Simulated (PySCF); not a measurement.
Several species in one continuum solvent.

All values: wB97X-D/pcSseg-2 (PySCF, non-relativistic), each on one gas-phase PBE0-D3(BJ)/def2-TZVP geometry that isn't relaxed in the solvent. The solvent is an IEF-PCM continuum (Bondi radii, 1.10 Å for H, scaled by 1.2). The model holds no explicit solvent molecules, cavitation or dispersion.

Question: Order them by E(solvent) − E(gas) in chloroform (ε = 4.711), most negative first (kcal/mol).
A. `C#CC#CC`
B. `[CH3:1][O:2][C:3](=[O:4])[CH:5]([CH3:6])[CH3:7]` with C1–O2–C3–O4 -1°, O2–C3–C5–C6 147°
C. `[Cl:1][CH:2]1[CH2:3][CH2:4][CH2:5][CH2:6]1` with Cl1–C2–C3–C4 -88°, C2–C3–C4–C5 -8°, C3–C4–C5–C6 -17°, C4–C5–C6–C2 35°

Answer: B (-3.7), A (-3.0), C (-2.0).

```json
{"SMILES": "COC(=O)C(C)C", "charge": "0", "ΔE (kcal/mol)": "-3.7", "polarisation term (kcal/mol)": "-4.1", "HOMO shift (eV)": "-0.15", "dipole gas (D)": "1.83", "dipole solvent (D)": "2.28", "atoms": "17"}
{"SMILES": "C#CC#CC", "charge": "0", "ΔE (kcal/mol)": "-3.0", "polarisation term (kcal/mol)": "-3.4", "HOMO shift (eV)": "-0.11", "dipole gas (D)": "1.33", "dipole solvent (D)": "1.69", "atoms": "9"}
{"SMILES": "ClC1CCCC1", "charge": "0", "ΔE (kcal/mol)": "-2.0", "polarisation term (kcal/mol)": "-2.3", "HOMO shift (eV)": "-0.07", "dipole gas (D)": "2.28", "dipole solvent (D)": "2.86", "atoms": "15"}
```

The polarisation term is half the interaction of the solute with the induced surface charges.

The pairwise dispersion term of wB97X-D wasn't added to the energies; at a given geometry it leaves orbitals and properties as they are.
